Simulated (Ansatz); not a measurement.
The lowest singlet and triplet of AlH (SMILES [AlH]); geometries from B3LYP-D3(BJ)/def2-TZVP, each state relaxed from the structure named, with no frequency check.
Singlet (charge 0, multiplicity 1):
```xyz
2

Al     0.00000     0.00000    -0.11871
H      0.00000     0.00000     1.54322
```

A positive gap puts the triplet lower; no zero-point energy. R- takes a restricted singlet. U- takes an unrestricted singlet (broken symmetry where lower, unprojected). The triplet is unrestricted in single-reference levels. Active spaces average the two states.

Cores are frozen in the correlated methods.

Run with Ansatz (Gaussian orbitals). Values without a source in brackets are computed.

| level | gap E(singlet) − E(triplet), vertical, at the singlet's geometry (kcal/mol) |
|---|---|
| R-HF/cc-pV(Q+d)Z | -27.37 |
| R-SVWN5/def2-TZVPP | -41.76 |
| R-wB97X-V/def2-TZVPP | -44.88 |
| R-MP2/cc-pV(T+d)Z | ___ |
| U-SCS-MP2/cc-pV(Q+d)Z (spin-contaminated) | -41.73 |
| R-CCSD/cc-pV(T+d)Z | -43.88 |
| U-CCSD/cc-pV(Q+d)Z (spin-contaminated) | -43.77 |
| SA-CASSCF(4,5)/cc-pV(D+d)Z | -42.85 |
| FIC-NEVPT4(SD) on SA-CASSCF(4,5)/cc-pV(T+d)Z | -43.70 |

What belongs in the gaps?


- R-MP2/cc-pV(T+d)Z, gap E(singlet) − E(triplet), vertical, at the singlet's geometry (kcal/mol): -40.30

Doubts at one or more of the structures used: a restricted determinant that unrestricted orbitals would lower (R-HF/cc-pV(Q+d)Z, R-MP2/cc-pV(T+d)Z, R-CCSD/cc-pV(T+d)Z); T1 above 0.05 (U-CCSD/cc-pV(Q+d)Z (spin-contaminated)).

Ansatz is a first-principles code.
